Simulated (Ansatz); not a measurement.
C21H21BrS⁻, that is tri-p-tolylsulfonium bromide with one electron more. The state is a doublet with charge -1. Geometry PBE-D4/def2-SVP, that of the neutral singlet; atoms count from 1.

```xyz
44

C     1.924    3.531   -4.032
C     1.441    2.901   -2.752
C     2.005    3.262   -1.508
C     1.531    2.722   -0.309
C     0.487    1.785   -0.354
S     0.003    1.074    1.229
C     1.066   -0.455    1.199
C     1.040   -1.209    2.386
C     1.878   -2.319    2.522
C     2.778   -2.686    1.496
C     3.690   -3.874    1.665
C     2.801   -1.902    0.328
C     1.957   -0.789    0.171
C    -1.599    0.253    0.948
C    -1.673   -0.988    0.291
C    -2.922   -1.599    0.126
C    -4.101   -1.004    0.620
C    -5.444   -1.656    0.413
C    -3.988    0.230    1.292
C    -2.752    0.868    1.458
C    -0.093    1.398   -1.566
C     0.387    1.967   -2.756
H     1.776    2.861   -4.902
H     1.365    4.469   -4.243
H     2.999    3.799   -3.976
H     2.824    3.998   -1.477
H     1.943    3.044    0.658
H     0.353   -0.931    3.202
H     1.842   -2.913    3.450
H     4.408   -3.712    2.496
H     3.117   -4.791    1.913
H     4.277   -4.074    0.747
H     3.497   -2.164   -0.485
H     1.994   -0.197   -0.754
H    -0.765   -1.485   -0.080
H    -2.978   -2.567   -0.398
H    -6.140   -1.430    1.245
H    -5.357   -2.756    0.318
H    -5.922   -1.283   -0.519
H    -4.891    0.711    1.700
H    -2.659    1.860    1.939
H    -0.920    0.674   -1.591
H    -0.077    1.675   -3.712
Br   -1.103    3.700    1.603
```

Single mean-field runs in def2-TZVP are fitted with def2-universal-jkfit. The highest occupied level of the charge -1 doublet lies above zero (up to 0.88 eV). By energy differences its removal costs 0.30 eV (vertical, to the charge 0 singlet, at PBE0-D4/def2-TZVP); self-interaction error and the lack of diffuse functions both raise the level.

(1) Estimate the Mulliken populations of the heavy atoms from the PBE0/def2-TZVP orbitals of Ansatz.

(2) Where does the spin sit?

(3) And the Mayer bond orders between bonded heavy atoms (over 0.3)?

Answers

(1) 
| atom | charge (e) | spin (α − β) |
| --- | --- | --- |
| C1 | -0.42 | 0.00 |
| C2 | 0.21 | -0.01 |
| C3 | -0.21 | 0.02 |
| C4 | -0.10 | 0.03 |
| C5 | 0.14 | 0.03 |
| S6 | 0.16 | 0.11 |
| C7 | 0.02 | 0.09 |
| C8 | -0.14 | 0.09 |
| C9 | -0.24 | -0.04 |
| C10 | 0.21 | 0.15 |
| C11 | -0.41 | -0.02 |
| C12 | -0.28 | 0.00 |
| C13 | -0.12 | 0.03 |
| C14 | 0.05 | 0.11 |
| C15 | -0.22 | 0.17 |
| C16 | -0.23 | -0.08 |
| C17 | 0.19 | 0.21 |
| C18 | -0.41 | -0.02 |
| C19 | -0.27 | 0.00 |
| C20 | -0.11 | 0.06 |
| C21 | -0.12 | -0.01 |
| C22 | -0.25 | 0.04 |
| Br44 | -0.76 | -0.01 |
Mulliken values and Mayer orders depend strongly on the basis.

(2) Summed by element: C 0.86, S 0.11, H 0.04, Br -0.01, of 1 unpaired in all. Largest on single atoms: C17 0.21, C15 0.17, C10 0.15.

(3) C1–C2 0.92 (1.51 Å); C2–C3 1.35 (1.41 Å); C2–C22 1.35 (1.41 Å); C3–C4 1.41 (1.40 Å); C4–C5 1.36 (1.40 Å); C5–S6 0.83 (1.80 Å); C5–C21 1.38 (1.40 Å); S6–C7 0.91 (1.86 Å); S6–C14 1.05 (1.82 Å); C7–C8 1.27 (1.41 Å); C7–C13 1.31 (1.40 Å); C8–C9 1.48 (1.40 Å); C9–C10 1.29 (1.41 Å); C10–C11 0.92 (1.51 Å); C10–C12 1.31 (1.41 Å); C12–C13 1.47 (1.41 Å); C14–C15 1.18 (1.41 Å); C14–C20 1.31 (1.40 Å); C15–C16 1.47 (1.40 Å); C16–C17 1.33 (1.41 Å); C17–C18 0.93 (1.51 Å); C17–C19 1.24 (1.41 Å); C19–C20 1.52 (1.40 Å); C21–C22 1.39 (1.40 Å).
